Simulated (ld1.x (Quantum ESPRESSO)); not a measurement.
Which change was made? (Fe, TM)

* Element: Fe (Z = 26)
* Generator: ld1.x (Quantum ESPRESSO) 7.5
* Type: norm-conserving Troullier–Martins (Kleinman–Bylander form)
* Functional: PBE
* Relativity: scalar-relativistic
* Frozen core: [Ar]
* Valence charge: 8
* Reference configuration: 3d6 4s1.75 4p0.25
* Partial waves: 4s (bound): rc 1.65 bohr; 4p (bound): rc 2.80 bohr; 3d (bound): rc 1.60 bohr
* Local potential: all-electron potential smoothed inside 1.70 bohr (lloc = -1)
* Core correction: a·sin(br)/r model core, default radius (core density twice the valence density)

Cutoffs, loose and tight: the cutoffs (Ry, on a coarse ladder) from which the occupation-weighted sum of valence levels, in a spherical-Bessel basis at the reference potential, stays within 10 and 1 mRy of its value at 400 Ry. They do not see the model core or the augmentation charge, which bear on the density cutoff. Test errors are all-electron minus pseudo excitation energies from the reference, over the configurations 3d6 4s2 4p0; 3d6 4s1 4p0; 3d6 4s0 4p0; 3d6 4s1 4p1; 3d6.5 4s1.5 4p0; 3d7 4s1 4p0; 3d4 4s0 4p0; variants that change the core or the reference have their own tests. The largest error is taken over the tests solved by every variant that gives reliable tests at all, those not shown here included: 3d4 4s0 4p0; 3d6 4s0 4p0; 3d6 4s1 4p0.

The base gives: outcome: generated; cutoff, loose: 100 Ry; cutoff, tight: 160 Ry; bound ghosts: s; largest test error (meV): -1275.

(1) After one change the result is: outcome: generated; cutoff, loose: 100 Ry; cutoff, tight: 160 Ry; bound ghosts: none; largest test error (meV): -1290. Which change was it?
A. reference 3d6 4s1.75 4p0
B. local potential the s channel
C. all radii but the core radius scaled by about 0.88 (s 1.46, p 2.46, d 1.40 bohr); local potential all-electron potential smoothed inside 1.50 bohr (lloc = -1)
D. local potential all-electron potential smoothed inside 1.76 bohr (lloc = -1)

Results:

(1) D. The others give: local potential the s channel → outcome: generated; cutoff, loose: 100 Ry; cutoff, tight: 160 Ry; bound ghosts: none; largest test error (meV): -2074 | reference 3d6 4s1.75 4p0 → outcome: generated; cutoff, loose: 100 Ry; cutoff, tight: 160 Ry; bound ghosts: s; largest test error (meV): -151 | all radii but the core radius scaled by about 0.88 (s 1.46, p 2.46, d 1.40 bohr); local potential all-electron potential smoothed inside 1.50 bohr (lloc = -1) → outcome: generated; cutoff, loose: 120 Ry; cutoff, tight: 200 Ry; bound ghosts: s; largest test error (meV): -1535.
